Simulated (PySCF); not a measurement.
Ions at one geometry of [Y(H2O)]3+

PySCF 2.14.0, RKS PBE0, Y def2-SVP with ECP28, O def2-SVP, H def2-SVP; non-relativistic Hamiltonian with scalar-relativistic core potentials where named; density fitting; no spin-orbit coupling; singlets restricted, open shells unrestricted. The geometry is relaxed for charge +3, singlet, vacuum:

```xyz
4

Y     0.0000    0.0000   -0.2362
O     0.0000    0.0000    1.8994
H     0.7836    0.0000    2.5276
H    -0.7836    0.0000    2.5276
```

Energies count from the relaxed state; an electron taken off or put on is at rest in vacuum. Charges and spins are Mulliken's.

```csv
state,energy (eV),spin squared,charge on Y1 (e),spin on Y1 (e),dipole about the centre of mass (D)
"charge +3, singlet, vacuum",0.00,0.00,2.49,0.00,1.28
"charge +4, doublet, vacuum",31.80,0.75,2.78,0.00,7.98
```

Task: What does the state charge +2, doublet, vacuum give?

Result: energy (eV) -18.34, spin squared 0.75, charge on Y1 (e) 1.64, spin on Y1 (e) 1.00, dipole about the centre of mass (D) 1.65.

With an electron taken off (doublet) the charges change, summed by element, by Y +0.29 e, O +0.52 e, H +0.19 e. The vertical ionisation energy is 31.80 eV, against −ε(HOMO) = 28.60 eV of the relaxed state. The level lies 3.2 eV too high, as is usual for semilocal functionals and global hybrids, which keep a self-interaction error.

With an electron put on (doublet) the charges change, summed by element, by Y -0.85 e, O -0.05 e, H -0.10 e. The vertical electron affinity is 18.34 eV, against −ε(LUMO) = 21.24 eV of the relaxed state.

Open shells may have lower solutions than those found.
